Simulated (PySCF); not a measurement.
Compound: CH7F2PSi2.
Geometry (PBE0-D3(BJ)/def2-SVP, Å), atoms numbered from 1 in this order:
```xyz
13
CH7F2PSi2 angstrom
F     -0.7547    1.8216   -0.0286
C     -1.7064    0.9128    0.3337
F     -2.8438    1.2061   -0.3446
Si    -1.1003   -0.8523   -0.1324
P      0.8110   -1.1844    1.0165
Si     2.1154    0.2817   -0.1306
H     -1.9055    1.0547    1.4125
H     -2.1387   -1.8288    0.3090
H     -0.9553   -0.8906   -1.6173
H      1.1955   -2.3197    0.2375
H      2.1090    1.5803    0.5982
H      1.6839    0.4886   -1.5455
H      3.4967   -0.2871   -0.1144
```

Level: PBE0/pcSseg-1 and PBE0/def2-SVPD in PySCF, non-relativistic, on one gas-phase PBE0-D3(BJ)/def2-SVP geometry that isn't relaxed in the solvent. The solvent is an IEF-PCM continuum (van der Waals radii × 1.2). The model holds no explicit solvent molecules, cavitation or dispersion.

Gas phase at PBE0/pcSseg-1: HOMO -7.68 eV, LUMO -0.31 eV, dipole 1.36 D.

Task: What does the continuum do to the energy, the frontier levels and the dipole at PBE0/pcSseg-1 in dichloromethane and acetonitrile?

Result: 
```tsv
solvent	ε	E(solvent) − E(gas) (kJ/mol)	polarisation term (kJ/mol)	distortion of the solute (kJ/mol)	HOMO (eV)	LUMO (eV)	dipole (D)
dichloromethane	8.93	-12.81	-14.37	1.56	-7.54	-0.07	1.72
acetonitrile	35.69	-14.88	-17.02	2.14	-7.53	-0.05	1.78
```

Polarisation term: ½ Σ q·V over the induced surface charges. Distortion: the rise of the solute's own energy as its density leaves the gas-phase optimum. From dichloromethane to acetonitrile the lowering changes by a factor 1.16, Onsager's factor (ε − 1)/(2ε + 1) by 1.14 and ε itself by 4.0.

Task: Which radius a makes the point-dipole formula ΔE = −[(ε − 1)/(2ε + 1)]·μ²/a³ give the value in acetonitrile, with the gas-phase dipole?

Result: μ = 0.536 au and |ΔE| = 0.00567 Eh give a = 1.53 Å; the farthest nucleus lies 3.51 Å from the centroid of the nuclei, so such a sphere wouldn't even hold the nuclei. The formula assumes a rigid point dipole at the centre of a sphere.

Task: Give the dipole vector in the frame of the coordinates (D, pointing from negative to positive charge), gas and acetonitrile.

Result: Gas (0.39, -1.30, 0.13), solvent (0.38, -1.74, 0.09). Its length changes by +31 % and its direction by 5°.

Task: Which ESP-fitted charges (PBE0/pcSseg-1) respond most in acetonitrile (means over atoms taken as equivalent)?

Result: 
| atoms | environment | gas (e) | solvent (e) | change |
| --- | --- | --- | --- | --- |
| P5 | three-coordinate phosphorus | -0.390 | -0.455 | -0.065 |
| Si4 | SiH2 silicon | +0.290 | +0.339 | +0.049 |
| H10 | P–H hydrogen | +0.151 | +0.188 | +0.037 |
| H7 | methine hydrogen | +0.091 | +0.122 | +0.031 |
| Si6 | SiH3 silicon | +0.339 | +0.365 | +0.026 |
| F1/F3 | fluorine of a CF2 group | -0.207 | -0.227 | -0.020 |

Task: Which Mayer bond orders change most in acetonitrile?

Result: 
```json
{"bond": "C2–F3", "length (Å)": "1.356", "gas": "0.929", "solvent": "0.914", "change": "-0.015"}
{"bond": "F1–C2", "length (Å)": "1.365", "gas": "0.905", "solvent": "0.893", "change": "-0.012"}
{"bond": "Si4–P5", "length (Å)": "2.255", "gas": "0.972", "solvent": "0.964", "change": "-0.008"}
{"bond": "Si4–H9", "length (Å)": "1.493", "gas": "0.922", "solvent": "0.926", "change": "+0.004"}
{"bond": "Si6–H13", "length (Å)": "1.494", "gas": "0.929", "solvent": "0.933", "change": "+0.004"}
{"bond": "Si4–H8", "length (Å)": "1.492", "gas": "0.936", "solvent": "0.940", "change": "+0.004"}
{"bond": "Si6–H11", "length (Å)": "1.489", "gas": "0.938", "solvent": "0.934", "change": "-0.004"}
{"bond": "Si6–H12", "length (Å)": "1.494", "gas": "0.906", "solvent": "0.909", "change": "+0.003"}
```

Gas phase at PBE0/def2-SVPD: HOMO -7.65 eV, LUMO -0.36 eV, dipole 1.52 D.

Task: What does the continuum do to the energy, the frontier levels and the dipole at PBE0/def2-SVPD in acetonitrile?

Result: 
```json
{"solvent": "acetonitrile", "ε": "35.69", "E(solvent) − E(gas) (kJ/mol)": "-12.78", "polarisation term (kJ/mol)": "-15.10", "distortion of the solute (kJ/mol)": "2.32", "HOMO (eV)": "-7.49", "LUMO (eV)": "-0.14", "dipole (D)": "2.01"}
```

Task: How does the static polarisability (PBE0/def2-SVPD, frozen core, with the continuum's full static response) change?

Result: 
| medium | isotropic (au) | principal values (au) | ⟨r²⟩ of the electrons (bohr²) |
| --- | --- | --- | --- |
| gas | 99.0 | 84.6, 96.4, 116.1 | 1314.9 |
| acetonitrile | 140.3 | 123.1, 139.8, 157.9 | 1315.2 |

The isotropic value in acetonitrile is 1.42 times the gas-phase one; no cavity-field correction is applied. ⟨r²⟩ is taken about the centre of nuclear charge.

Hardware: one thread of an Arm Neoverse V2, shared host with 96 logical CPUs at a one-minute load of 52. Cost: 18 s of wall time, 0.95 GiB resident at most. This is the whole shielding run at PBE0/pcSseg-1 in acetonitrile, SCF included.
